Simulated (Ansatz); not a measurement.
System: sum formula H2BO2, net charge 0, doublet state. It need not be the lowest isomer of its formula. 
Coordinates optimised at B3LYP-D3(BJ)/def2-TZVP (Ansatz, a program for electronic structure):
SMILES: O[B]O
```xyz
5

B     -0.4472    -0.2864    -0.0092
O     -0.6236     1.0437     0.1172
O      0.6904    -1.0009    -0.1159
H      0.1763     1.5939     0.1372
H      1.5249    -0.5046    -0.1021
```
Charge 0, spin multiplicity 2.

Wanted: atomisation energy (electronic, to ground-state atoms); the coupled-cluster value holds the core correlation from cc-pwCVTZ, in kJ/mol. Correlated levels leave the core frozen unless marked. Open shells are spin-unrestricted. No spin-orbit coupling. Non-relativistic. CBS marks a two-point X^-3 extrapolation of the correlation energy; Hartree-Fock from the larger set. The bracket is a focal-point correction in the basis named.

Level to compare with: RI-MP2/CBS(aug-cc-pVTZ,aug-cc-pVQZ)+[CCSD(T)-MP2]/aug-cc-pVTZ plus the core term (Ansatz), 1970.1 kJ/mol. It is a level with limits of its own, and the differences hold the functionals' basis error too.

Problem. Rank these functionals by how close they come to RI-MP2/CBS(aug-cc-pVTZ,aug-cc-pVQZ)+[CCSD(T)-MP2]/aug-cc-pVTZ, closest first: B97M-V/def2-TZVPD (Ansatz); revPBE/def2-TZVPD (Ansatz); PBE/def2-TZVPD (Ansatz).

Solution. B97M-V/def2-TZVPD (meta-GGA with VV10, 1960.7 kJ/mol, difference -9.4), revPBE/def2-TZVPD (GGA, 1944.0 kJ/mol, difference -26.1), PBE/def2-TZVPD (GGA, 2027.4 kJ/mol, difference 57.3)
